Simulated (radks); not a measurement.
The numbers below are computed, except where a source is named.
Q: Coherent X-ray form factor from a spherical all-electron density. Level of theory: scalar-relativistic Kohn-Sham, LDA (Slater exchange, Perdew-Wang correlation), spin-unpolarised, spherical densities, finite nucleus; Fermi nuclear charge, rms radius of each element as measured or else 0.836 A^(1/3) + 0.57 fm (a radial shooting solver on a logarithmic mesh with Libxc functionals).

| sin(theta)/lambda (1/angstrom) | f0 (electrons) |
|---|---|
| 0.05 | 13.833 |
| 0.1 | 13.361 |
| 0.15 | 12.657 |
| 0.2 | 11.820 |
| 0.25 | 10.947 |
| 0.3 | 10.113 |
| 0.4 | 8.712 |
| 0.5 | 7.683 |
| 0.6 | 6.894 |
| 0.8 | 5.579 |
| 1 | 4.403 |
| 1.25 | 3.217 |
| 1.5 | 2.411 |
| 2 | 1.611 |

The species is in the configuration that NIST lists as its ground one. Which atom or ion scatters so?

A: The argon ion Ar4+, [Ne] 3s2 3p2. Extrapolating in s^2 from the first two rows gives f0(0) = 14.0, near the electron count 14; among species with that count, the fall with angle is slower the higher Z, and the table is that of Z = 18; from so few rows the species is fixed only to a neighbour or two.
